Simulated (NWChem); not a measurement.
Species: C₄H₄OS; SMILES Oc1cccs1

```xyz
10

O     -0.1586    -2.1578     0.0000
C     -0.2258    -0.8166     0.0000
C     -1.3765    -0.0744     0.0000
C     -1.1082     1.3254     0.0000
C      0.2239     1.6278     0.0000
S      1.1899     0.1938     0.0000
H      0.7580    -2.4520     0.0000
H     -2.3670    -0.5285     0.0000
H     -1.8875     2.0892     0.0000
H      0.7059     2.6037     0.0000
```
Atoms are numbered in this order, from 1.

All runs: NWChem. Pople sets run with spherical d functions. STO-3G and 3-21G are far too small for this property and stand as cheap habits. Geometry: optimised at PBE0/def2-SVP. GIAO values for the isolated, static molecule; σ is the absolute isotropic shielding, δ = σ(reference) − σ with the isolated reference molecule computed at the same levels (13C: tetramethylsilane, 1H: tetramethylsilane, 17O: water).

```json
[
 {"level": "LDA (Slater exchange, VWN5)/pcSseg-1", "δ O1 (ppm)": "128.6", "δ C3 (ppm)": "110.8", "δ C5 (ppm)": "114.9", "σ S6 (ppm)": "271.7", "δ H7 (ppm)": "4.21", "δ H8 (ppm)": "6.29", "δ H9 (ppm)": "6.64"},
 {"level": "B3LYP/6-31G*", "δ O1 (ppm)": "89.0", "δ C3 (ppm)": "95.9", "δ C5 (ppm)": "102.6", "σ S6 (ppm)": "365.4", "δ H7 (ppm)": "3.52", "δ H8 (ppm)": "5.81", "δ H9 (ppm)": "6.38"},
 {"level": "Hartree-Fock/STO-3G", "δ O1 (ppm)": "…", "δ C3 (ppm)": "…", "δ C5 (ppm)": "…", "σ S6 (ppm)": "…", "δ H7 (ppm)": "…", "δ H8 (ppm)": "…", "δ H9 (ppm)": "6.48"},
 {"level": "KT2/pcSseg-1", "δ O1 (ppm)": "115.8", "δ C3 (ppm)": "98.7", "δ C5 (ppm)": "102.9", "σ S6 (ppm)": "341.9", "δ H7 (ppm)": "3.91", "δ H8 (ppm)": "6.16", "δ H9 (ppm)": "6.52"},
 {"level": "PBE0/pcSseg-1", "δ O1 (ppm)": "111.5", "δ C3 (ppm)": "107.7", "δ C5 (ppm)": "113.6", "σ S6 (ppm)": "317.7", "δ H7 (ppm)": "4.04", "δ H8 (ppm)": "6.32", "δ H9 (ppm)": "6.74"}
]
```

What belongs in the gaps?


- Hartree-Fock/STO-3G, δ O1 (ppm): 46.9
- Hartree-Fock/STO-3G, δ C3 (ppm): 99.4
- Hartree-Fock/STO-3G, δ C5 (ppm): 123.2
- Hartree-Fock/STO-3G, σ S6 (ppm): 609.8
- Hartree-Fock/STO-3G, δ H7 (ppm): 2.53
- Hartree-Fock/STO-3G, δ H8 (ppm): 5.76
